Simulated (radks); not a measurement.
Question: Species: Pr. Configuration: [Xe] 4f3 6s2. All-electron calculation, scalar-relativistic Kohn-Sham, r2SCAN, spin-unpolarised, spherical densities, finite nucleus; meta-GGA in the generalised Kohn-Sham scheme; Fermi nuclear charge, rms radius 4.8919 fm. Program: a radial shooting solver on a logarithmic mesh with Libxc functionals. Some entries of the table are withheld. Estimate them.

orbital  occ.  eigenvalue (eV)  <r> (bohr)  <r^2> (bohr^2)
1s          2        -41880.76     0.02410       0.0007899
2s          2        -6757.470         (1)         0.01253
2p          6        -6043.160     0.09056         0.01001
3s          2        -1465.491      0.2718         0.08445
3p          6        -1237.964      0.2701             (2)
3d         10        -918.7796      0.2475         0.07215
4s          2        -294.6739      0.6228          0.4374
4p          6        -219.9312      0.6595          0.4944
4d         10              (3)      0.7277          0.6146
5s          2         -40.3211       1.514           2.578
5p          6         -22.3181       1.764           3.535
6s          2          -3.5239       4.583           23.70
4f          3          -0.9137       1.208           2.155

Answer: 
(1) 2s <r> (bohr): 0.1030
(2) 3p <r^2> (bohr^2): 0.08457
(3) 4d eigenvalue (eV): -112.6751
